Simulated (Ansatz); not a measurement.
A nudged elastic band was laid between two geometries of CH7ClSSi2 (12 atoms, charge 0, multiplicity 1).

Computed with Ansatz, RKS PBE/def2-SVP.

* movable images: 8
* climbing image: no
* spring: 5.0 eV/Å²
* optimiser: quadratic models (default)
* start path: through a guess of the saddle point
* force threshold: 0.03 eV/Å
* iteration limit: 60
* end points: relaxed

Image 0:

```xyz
12
Properties=species:S:1:pos:R:3
Si -2.073 0.668 -0.131
S -1.083 -1.173 0.448
C 0.559 -1.073 -0.395
Si 1.862 -0.068 0.538
Cl 1.357 1.959 0.448
H -1.721 0.991 -1.559
H -1.778 1.854 0.741
H -3.536 0.338 -0.015
H 0.444 -0.712 -1.439
H 0.912 -2.126 -0.461
H 3.207 -0.226 -0.118
H 1.927 -0.487 1.976
```

Image 9:

```xyz
12
Properties=species:S:1:pos:R:3
Si -2.058 0.679 -0.454
S -1.141 -0.924 0.662
C 0.502 -1.047 -0.188
Si 1.814 0.089 0.575
Cl 2.188 -0.504 2.534
H -2.128 0.336 -1.920
H -1.323 1.987 -0.319
H -3.439 0.807 0.120
H 0.400 -0.858 -1.279
H 0.821 -2.104 -0.080
H 1.342 1.512 0.582
H 3.098 -0.027 -0.200
```

(1) Which bonds break or form, and what moves?

(2) Give the energies along the band, and the barrier.

(3) What is the geometry of the highest image?

Results:

(1) No bond is made or broken. The dihedral S2–C3–Si4–Cl5 goes from -71 to 64°.

(2) The run converged. The highest image is number 5 of 0 to 9, 12.1 kJ/mol above the first end and 9.4 kJ/mol above the last; the last end lies 2.7 kJ/mol above the first. No image climbed, so the highest image needn't sit at the top of the path.

```tsv
image	path coordinate (Å)	energy (kJ/mol)	dihedral S2–C3–Si4–Cl5 (°)
0	0.00	0.0	-71
1	0.82	0.7	-68
2	1.64	2.4	-57
3	2.46	7.1	-37
4	3.28	11.7	-16
5	4.10	12.1	6
6	4.92	8.4	28
7	5.74	5.1	46
8	6.56	3.3	58
9	7.38	2.7	64
```

(3) 
```xyz
12
Properties=species:S:1:pos:R:3
Si -1.985 0.720 -0.450
S -1.235 -1.057 0.519
C 0.479 -1.160 -0.157
Si 1.803 0.020 0.570
Cl 1.069 1.109 2.184
H -1.964 0.568 -1.950
H -1.196 1.949 -0.089
H -3.399 0.846 0.036
H 0.464 -1.060 -1.264
H 0.799 -2.201 0.056
H 2.266 0.996 -0.474
H 2.976 -0.786 1.052
```

Run time: 3.2 min on 2 threads of AMD EPYC 9R14 (Zen 4) (shared host), peak memory 0.2 GiB.
